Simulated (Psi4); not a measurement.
HFSi, charge +1, doublet, at a GFN2-xTB geometry (a state made from the parent by changing its charge; the spin is typed, not shown lowest); B3LYP5/6-31G** (Psi4).

Here is a job for Psi4.
```
memory 2 GB

molecule mol {
1 2
Si   -0.270919   -0.356726    0.337084
H    -1.036664   -1.365046   -0.396130
F     0.536614    0.706579   -0.480339
}

set {
  basis 6-31g**
  reference uks
  scf_type pk
  puream true
  d_convergence 1e-8
  dft_radial_points 99
  dft_spherical_points 590
}

energy('b3lyp5')
print_variables()
```

### Question
What does Psi4 print? Leave out banner, timings and long lists.

### Answer

```
   => Loading Basis Set <=

    Name: 6-31G**
    Role: ORBITAL
    Keyword: BASIS

         ---------------------------------------------------------
                                   SCF
               by Justin Turney, Rob Parrish, Andy Simmonett
                          and Daniel G. A. Smith
                              UKS Reference
         ---------------------------------------------------------

  ==> Geometry <==

    Molecular point group: cs
    Full point group: Cs

    Geometry (in Angstrom), charge = 1, multiplicity = 2:

       Center              X                  Y                   Z               Mass
    ------------   -----------------  -----------------  -----------------  -----------------
         SI           0.502059676404    -0.339049885846     0.000000000000    27.976926534650
         H            1.768185510314     0.394164114242     0.000000000000     1.007825032230
         F           -0.833128351162     0.478373114252     0.000000000000    18.998403162730

  Running in cs symmetry.

  Rotational constants: A =     11.01228  B =      0.56991  C =      0.54187 [cm^-1]
  Rotational constants: A = 330139.97708  B =  17085.60028  C =  16244.88532 [MHz]
  Nuclear repulsion =   49.483472750616471

  Charge       = 1
  Multiplicity = 2
  Electrons    = 23
  Nalpha       = 12
  Nbeta        = 11

  ==> Algorithm <==

  SCF Algorithm Type is PK.
  DIIS enabled.
  MOM disabled.
  Fractional occupation disabled.
  Guess Type is SAD.
  Energy threshold   = 1.00e-06
  Density threshold  = 1.00e-08
  Integral threshold = 1.00e-12

  ==> Primary Basis <==

  Basis Set: 6-31G**
    Blend: 6-31G**
    Number of shells: 17
    Number of basis functions: 37
    Number of Cartesian functions: 39
    Spherical Harmonics?: true
    Max angular momentum: 2

  ==> DFT Potential <==

   => LibXC <=

    Version 7.1.2
    S. Lehtola, C. Steigemann, M. J. T. Oliveira, and M. A. L. Marques,  SoftwareX 7, 1–5 (2018) (10.1016/j.softx.2017.11.002)

   => Composite Functional: B3LYP5 <=

    B3LYP5 Hyb-GGA Exchange-Correlation Functional

    P. J. Stephens, F. J. Devlin, C. F. Chabalowski, and M. J. Frisch,  J. Phys. Chem. 98, 11623 (1994) (10.1021/j100096a001)

    Deriv               =              1
    GGA                 =           TRUE
    Meta                =          FALSE

    Exchange Hybrid     =           TRUE
    MP2 Hybrid          =          FALSE

   => Exchange Functionals <=

    0.0800   Slater exchange
    0.7200         Becke 88

   => Exact (HF) Exchange <=

    0.2000               HF

   => Correlation Functionals <=

    0.1900   Vosko, Wilk & Nusair (VWN5)
    0.8100   Lee, Yang & Parr

   => LibXC Density Thresholds  <==

    XC_HYB_GGA_XC_B3LYP5:  1.00E-15

   => Molecular Quadrature <=

    Radial Scheme          =       TREUTLER
    Pruning Scheme         =           NONE
    Nuclear Scheme         =       TREUTLER

    Blocking Scheme        =         OCTREE
    BS radius alpha        =              1
    Pruning alpha          =              1
    Radial Points          =             99
    Spherical Points       =            590
    Total Points           =         168272
    Total Blocks           =           1265
    Max Points             =            256
    Max Functions          =             37
    Weights Tolerance      =       1.00E-15

  ==> Integral Setup <==

  Using in-core PK algorithm.
   Calculation information:
      Number of atoms:                   3
      Number of AO shells:              17
      Number of primitives:             47
      Number of atomic orbitals:        39
      Number of basis functions:        37

      Integral cutoff                 1.00e-12
      Number of threads:                 1

  Performing in-core PK
  Using 494912 doubles for integral storage.
  We computed 11598 shell quartets total.
  Whereas there are 11781 unique shell quartets.

  ==> DiskJK: Disk-Based J/K Matrices <==

    J tasked:                  Yes
[...]

   -------------------------
    Irrep   Nso     Nmo
   -------------------------
     A'        27      27
     A"        10      10
   -------------------------
    Total      37      37
   -------------------------

  ==> Iterations <==

                        Total Energy        Delta E     RMS |[F,P]|

   @UKS iter SAD:  -389.42592799092733   -3.89426e+02   0.00000e+00
   @UKS iter   1:  -389.44786236774604   -2.19344e-02   1.16047e-02 ADIIS/DIIS
   @UKS iter   2:  -389.27827049622596    1.69592e-01   2.70248e-02 ADIIS/DIIS
   @UKS iter   3:  -389.49066217723595   -2.12392e-01   1.39831e-03 ADIIS/DIIS
   @UKS iter   4:  -389.49138999652132   -7.27819e-04   2.65120e-04 ADIIS/DIIS
   @UKS iter   5:  -389.49144008547182   -5.00890e-05   5.85505e-05 DIIS
   @UKS iter   6:  -389.49144352332479   -3.43785e-06   2.50129e-05 DIIS
   @UKS iter   7:  -389.49144394457903   -4.21254e-07   3.44741e-06 DIIS
   @UKS iter   8:  -389.49144396306394   -1.84849e-08   1.12522e-06 DIIS
   @UKS iter   9:  -389.49144396402670   -9.62757e-10   1.09750e-07 DIIS
   @UKS iter  10:  -389.49144396404188   -1.51772e-11   2.43266e-08 DIIS
   @UKS iter  11:  -389.49144396404188    0.00000e+00   4.61286e-09 DIIS
  Energy and wave function converged.

  ==> Post-Iterations <==

   Electrons on quadrature grid:
      Nalpha   =   12.0000000240 ; deviation = 2.404e-08
      Nbeta    =   11.0000000297 ; deviation = 2.969e-08
      Ntotal   =   23.0000000537 ; deviation = 5.373e-08

   @Spin Contamination Metric:   3.665156811E-03
   @S^2 Expected:                7.500000000E-01
   @S^2 Observed:                7.536651568E-01
   @S   Expected:                5.000000000E-01
   @S   Observed:                5.000000000E-01

    Orbital Energies [Eh]
    ---------------------

    Alpha Occupied:

[...]
    Alpha Virtual:

[...]
      27Ap     2.614812

    Beta Occupied:

[...]
    Beta Virtual:

[...]
    Final Occupation by Irrep:
             Ap   App
    DOCC [     9,    2 ]
    SOCC [     1,    0 ]
    NA   [    10,    2 ]
    NB   [     9,    2 ]

  @UKS Final Energy:  -389.49144396404188

   => Energetics <=

    Nuclear Repulsion Energy =             49.4834727506164711
    One-Electron Energy =                -631.8098140011577470
    Two-Electron Energy =                 218.1316728989164915
    DFT Exchange-Correlation Energy =     -25.2967756124170648
    Empirical Dispersion Energy =           0.0000000000000000
    VV10 Nonlocal Energy =                  0.0000000000000000
    Total Energy =                       -389.4914439640418777

  UHF NO Occupations:
  HONO-2 :    8 Ap 1.9998881
  HONO-1 :    9 Ap 1.9983909
  HONO-0 :   10 Ap 1.0000000
  LUNO+0 :   11 Ap 0.0016091
  LUNO+1 :   12 Ap 0.0001119
  LUNO+2 :    3App 0.0001062
  LUNO+3 :   13 Ap 0.0000044

Computation Completed

Properties will be evaluated at   0.000000,   0.000000,   0.000000 [a0]

Properties computed using the SCF density matrix

 Multipole Moments:

 ------------------------------------------------------------------------------------
     Multipole            Electronic (a.u.)      Nuclear  (a.u.)        Total (a.u.)
 ------------------------------------------------------------------------------------

 L = 1.  Multiply by 2.5417464519 to convert [e a0] to [Debye]
 Dipole X            :         -1.0485470            2.4545007            1.4059537
 Dipole Y            :         -0.5597635           -0.0891502           -0.6489137
 Dipole Z            :          0.0000000            0.0000000            0.0000000
 Magnitude           :                                                    1.5484814

 ------------------------------------------------------------------------------------

  Variable Map:
  ----------------------------------------------------------------------------
[...]
  Array Variable Map:
  ----------------------------------------------------------------------------
[...]
[...]
```
